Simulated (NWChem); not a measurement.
SiN2H4ClF; SMILES N[Si](N)(F)Cl

```xyz
9

N     -0.4863    -1.2243    -1.3354
Si     0.0089    -0.3480     0.0329
N      1.6183    -0.7233     0.4091
F     -1.0932    -0.7131     1.1650
Cl    -0.0632     1.7153    -0.0888
H      0.0491    -1.1856    -2.1940
H     -1.4720    -1.3845    -1.5064
H      1.9273    -1.6859     0.4723
H      2.2008    -0.0853     0.9364
```
Atoms are numbered in this order, from 1.

The geometry was optimised at PBE0/def2-SVP.

Give the principal values of the shielding tensors (ppm) of N1, Si2, N3, F4, Cl5 from PBE/pcSseg-1, GIAO (NWChem), with their diamagnetic and paramagnetic parts as GIAO splits them.


```
atom    σ11    σ22     σ33  isotropic  diamagnetic  paramagnetic
----  -----  -----  ------  ---------  -----------  ------------
N1    200.5  227.6   261.3      229.8        318.0         -88.3
Si2   341.3  353.4   406.7      367.2        882.5        -515.3
N3    189.8  217.7   265.9      224.5        318.6         -94.2
F4    238.0  248.5   353.7      280.1        472.8        -192.8
Cl5   773.9  793.9  1045.3      871.0       1148.9        -277.9
```
